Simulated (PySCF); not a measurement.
**KNa at PBE0**

Level: PBE0. PySCF, spin-free X2C with a Gaussian nucleus, basis sets K x2c-TZVPall, Na x2c-TZVPall.

For KNa, the state is ³Π (triplet), unpaired electrons σ ↑, π ↑, a second solution, started from another occupation and the bond length is 3.483 Å. The harmonic wavenumber is 121 cm⁻¹ and the force constant is 0.126 mdyn/Å. The rotational constant Be is 0.09612 cm⁻¹ and the anharmonicity ωexe is 0.318 cm⁻¹. The vibration–rotation constant αe is 0.000335 cm⁻¹, the energy of the minimum from ground-state K + Na is 0.78 eV and the bond order (Mayer) is 0.96. The dipole moment (positive dipole means K(−)Na(+)) is -3.88 D.
